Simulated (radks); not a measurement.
Results of a calculation; reference values are marked as such.
The nuclear charge of neutral xenon is varied continuously with 54 electrons held in [Xe]. Level of theory: Dirac Kohn-Sham, BLYP, spin-unpolarised, spherical densities, finite nucleus; Fermi nuclear charge, rms radius 4.7859 fm (a radial shooting solver on a logarithmic mesh with Libxc functionals). By the Hellmann-Feynman theorem dE/dZ = E(electron-nucleus)/Z, the electronic potential at the nucleus (averaged over a nucleus of fixed radius).

| Z | E (hartree) | E(electron-nucleus)/Z (hartree) | HOMO | e(HOMO) (eV) | <r> HOMO (bohr) |
|---|---|---|---|---|---|
| 53.75 | -7367.09040 | -333.294 | 5p3/2 | -5.425 | 2.446 |
| 54 | -7450.68700 | -335.479 | 5p3/2 | -7.671 | 2.363 |
| 54.25 | -7534.8299 | -337.665 | 5p3/2 | -10.056 | 2.289 |
| 54.5 | -7619.5194 | -339.851 | 5p3/2 | -12.568 | 2.223 |
| 54.75 | -7704.7557 | -342.039 | 5p3/2 | -15.202 | 2.163 |
| 55 | -7790.5392 | -344.229 | 5p3/2 | -17.952 | 2.108 |

The central difference of E at Z = 54 is -335.479 hartree, to compare with the third column; the second derivative is -8.74 hartree.
